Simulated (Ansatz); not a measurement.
Computed with Ansatz on PBE0-D4/def2-TZVP structures; ΔE is electronic, products minus reactants. CBS: MP2 limit from def2 TZ/QZ plus the TZ coupled-cluster correction, frozen cores. DFT in def2-TZVPP. HSE06 is defined as in plane-wave codes. For Ge outer-core shells are correlated without core-valence functions, which leaves a few kJ/mol of doubt a bond. Scalar relativity is left out up to krypton.

Consider the isomerisation: `C#[C][GeH2][Cl]` → `[Cl][GeH]1[CH]=[CH]1`.

| level | ΔE (kJ/mol) | difference from CCSD(T)/CBS |
| --- | --- | --- |
| r2SCAN0-D4 | 37.9 | -12.7 |
| HSE06-D4 | 31.7 | -18.9 |
| ωB97X-V | 46.4 | -4.2 |
| ωB97M-V | 49.4 | -1.2 |
| PBE-QIDH | 42.8 | -7.8 |
| BLYP | 57.8 | 7.2 |
| PBE0 | 32.7 | -17.9 |
| r2SCAN0 | 38.0 | -12.6 |
| MP2/def2-TZVPP | 59.5 | 8.9 |
| HF/def2-QZVPP | 83.0 | 32.4 |
| CCSD(T)/CBS | 50.6 | 0 |

Largest T1 diagnostic among the species: 0.011.

Leaving LDA and LC-ωPBE aside and taking each functional with its dispersion term where it has one, the values, not all of them listed here, spread over 29.8 kJ/mol, from PBE-D4 to B2PLYP. LDA lies −16.5 kJ/mol from PBE without D4. At CCSD(T), def2-SVP lies +5.3 kJ/mol from the extrapolated value and def2-TZVPP +7.4 kJ/mol. In def2-TZVPP, CCSD(T) changes the Hartree–Fock value by −25.7 kJ/mol (the triples alone add −4.3 kJ/mol) and MP2 by −24.3 kJ/mol.
